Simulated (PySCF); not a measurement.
## Working out the ionisation energy of Pb

Pb [Xe] 4f14 5d10 6s2 6p2 (3P) → Pb+ [Xe] 4f14 5d10 6s2 6p1 (2P). Computed with PySCF 2.14 in def2-TZVP with the def2 core potential (60 electrons) (6s5p3d2f, 50 functions), with a scalar-relativistic core potential. Frozen: 5s2 5p6 5d10. Energies in hartree (1 hartree = 27.21139 eV):

```json
{"part": "UHF", "Pb (lower)": "-191.835522", "Pb+ (upper)": "-191.594130"}
{"part": "CCSD correlation", "Pb (lower)": "-0.046854", "Pb+ (upper)": "-0.036209"}
{"part": "(T)", "Pb (lower)": "-0.001040", "Pb+ (upper)": "-0.000414"}
```

Task: What does Hartree-Fock give?

Result: (-191.594130) − (-191.835522) = 0.241392 hartree = 6.569 eV.

Task: What do CCSD and CCSD(T) give?

Result: The CCSD correlation energies differ by 0.010645 hartree = 0.290 eV and the triples by 0.000626 hartree = 0.017 eV, so CCSD gives 6.859 eV and CCSD(T) 6.876 eV.

Reference: 7.417 eV (measured; NIST Atomic Spectra Database, ionization energies), between the lowest levels; spin-orbit coupling is absent from the calculation.

What remains against the reference includes basis incompleteness, the frozen core and higher excitations.
